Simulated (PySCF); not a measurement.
Frontier orbitals and the lowest excitations

C₅H₉B₂N.
Atom-mapped SMILES: `[BH2:1][CH2:2][BH:3][n:4]1[cH:5][cH:6][cH:7][cH:8]1` (hydrogens: H9, H10 on B1; H11, H12 on C2; H13 on B3; H14 on C5; H15 on C6; H16 on C7; H17 on C8)

Structure used (PBE0-D3(BJ)/def2-SVP), in Å, numbered top down from 1:
```
atom  x, y, z in Å
B1     2.829    0.580    0.322
C2     2.341   -0.849   -0.037
B3     1.103   -0.596   -0.977
N4    -0.209   -0.351   -0.463
C5    -0.604   -0.280    0.868
C6    -1.945   -0.029    0.919
C7    -2.416    0.055   -0.435
C8    -1.339   -0.142   -1.248
H9     3.543    1.202   -0.432
H10    2.455    1.122    1.338
H11    3.089   -1.392   -0.634
H12    2.032   -1.421    0.852
H13    1.214   -0.565   -2.179
H14    0.120   -0.406    1.669
H15   -2.540    0.085    1.824
H16   -3.438    0.243   -0.758
H17   -1.256   -0.156   -2.332
```

The calculation used PySCF 2.14.0, density-fitted response routines, TDDFT CAM-B3LYP/def2-SVPD, vertical, gas phase, core orbitals frozen in the response.

Frontier orbitals with the atoms that hold most of them (Löwdin shares over 4%, at most four atoms; ? is withheld):

| orbital | ε (eV) | atoms |
| --- | --- | --- |
| LUMO+2 | 1.24 | B1 31%, B3 28%, H11 5% |
| LUMO+1 | 0.64 | B1 23%, B3 22%, C5 7%, C8 7% |
| LUMO | ? | ? |
| HOMO | -7.81 | ? |
| HOMO-1 | -8.94 | N4 26%, C6 24%, C7 23%, C5 7% |
| HOMO-2 | -10.44 | B1 23%, C2 22%, H10 15%, B3 12% |
| HOMO-3 | -10.74 | B1 28%, C2 25%, H9 18%, B3 10% |

Question: Which atoms hold the HOMO, and with what shares?

Answer: C5 (bonded to C, N and H) 27%; C8 (bonded to C, N and H) 27%; C7 (bonded to 2 C and H) 16%; C6 (bonded to 2 C and H) 15%.

Question: Give the leading atoms of the LUMO.

Answer: B1 (bonded to C and 2 H) 31%; B3 (bonded to C, N and H) 19%; C2 (bonded to 2 B and 2 H) 16%; H9 (bonded to B) 6%. By element: boron 50%, carbon 16% or more, hydrogen 6% or more.

Question: What is the LUMO energy, and the HOMO–LUMO gap?

Answer: ε(LUMO) = -0.82 eV; the gap is 6.99 eV (0.2570 hartree).

Question: The HOMO–LUMO gap is 6.99 eV. Where does the response calculation put the lowest singlet, and from which orbitals?

Answer: S1 is at 4.34 eV (f = 0.0036), 2.65 eV below the gap, made of HOMO→LUMO (95%). Without the coupling terms of the response equations the lowest excitation would equal the gap.

Question: Give energy, strength and leading configuration of S1 and S2, and follow the Löwdin shares of the leading atoms from the occupied to the empty orbital.

Answer: 
- S1 (4.34 eV, f 0.0036), HOMO→LUMO (95%): C5 27% → at most 7%, C8 27% → at most 7%, B1 at most 16% → 31%, B3 at most 16% → 19%
- S2 (5.38 eV, f 0.199), HOMO-1→LUMO (75%): N4 26% → at most 7%, C6 24% → at most 7%, B1 at most 8% → 31%, B3 at most 8% → 19%

Löwdin shares depend on the basis, the more so with diffuse functions.

One conformer stands for the species.
